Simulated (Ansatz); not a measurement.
A nudged elastic band was laid between two geometries of Cl3F2H2STa (9 atoms, charge 0, multiplicity 1).

Theory: Ansatz 0.2.0, RKS PBE0-D4/def2-SVP.

```yaml
movable_images: 9
climbing_image: yes
spring: 5.0 eV/Å²
optimiser: quadratic models (default)
start_path: through a guess of the saddle point
force_threshold: 0.05 eV/Å
iteration_limit: 51
end_points: relaxed
```

First end point:

```xyz
9
Properties=species:S:1:pos:R:3
Ta -0.134 0.008 0.217
F 1.704 0.434 0.252
Cl -0.194 0.456 2.504
F 0.246 -0.896 -1.395
Cl -0.979 1.949 -0.614
Cl -2.073 -1.276 0.381
S 0.969 -2.402 1.186
H 1.109 -2.992 -0.024
H 2.254 -1.977 1.204
```

Last end point:

```xyz
9
Properties=species:S:1:pos:R:3
Ta -0.337 -0.428 0.342
F 1.975 0.126 0.357
Cl -0.277 0.184 2.578
F 0.152 -1.154 -1.323
Cl -0.342 1.733 -0.453
Cl -2.502 -1.073 0.253
S 0.929 -2.374 1.210
H 1.102 -2.982 0.013
H 2.201 -0.727 0.736
```

Question: What changes between the two ends?

Answer: Bonds broken: S7–H9. Bonds formed: F2–H9.

Question: Give the energies along the band, and the barrier.

Answer: The forces met the threshold. The highest image is number 9 of 0 to 10, 0.92 eV above the first end and 0.12 eV above the last; the last end lies 0.79 eV above the first. A vibrational analysis at the climbing image gives one clearly imaginary mode, 630i cm⁻¹: a first-order saddle point. The orbitals stay closed-shell, which can raise the energy where a bond breaks towards radicals; this wasn't checked here.

```csv
image,path coordinate (Å),energy (eV),S7–H9 (Å),F2–H9 (Å)
0,0.00,0.00,1.35,2.65
1,0.19,0.00,1.35,2.55
2,0.38,0.02,1.35,2.41
3,0.57,0.06,1.35,2.27
4,0.76,0.12,1.35,2.11
5,0.95,0.21,1.36,1.94
6,1.14,0.34,1.37,1.76
7,1.33,0.54,1.40,1.57
8,1.52,0.80,1.49,1.36
9,1.72,0.92,1.65,1.15
10,2.22,0.79,2.13,0.96
```

Question: What is the geometry of the highest image?

Answer: 
```xyz
9
Properties=species:S:1:pos:R:3:forces:R:3
Ta -0.268 -0.311 0.314 -0.04 -0.01 0.01
F 1.847 0.074 0.349 0.04 0.01 0.01
Cl -0.288 0.199 2.575 0.01 0.01 0.00
F 0.121 -1.162 -1.316 0.00 0.00 0.00
Cl -0.396 1.818 -0.502 0.00 0.00 0.00
Cl -2.418 -1.053 0.284 0.00 -0.01 0.00
S 1.099 -2.332 1.214 -0.02 -0.03 -0.01
H 1.257 -2.939 0.014 0.00 0.00 0.00
H 1.946 -0.988 0.779 0.00 0.02 -0.01
```

Question: What are the harmonic wavenumbers there?

Answer: 630i, 67, 105, 115, 143, 147, 156, 210, 222, 272, 383, 394, 406, 433, 465, 642, 679, 699, 1124, 1402, 2704 cm⁻¹.

The run took 13 min on 4 threads of Arm Neoverse V2, on a shared host, peak memory 0.52 GiB.
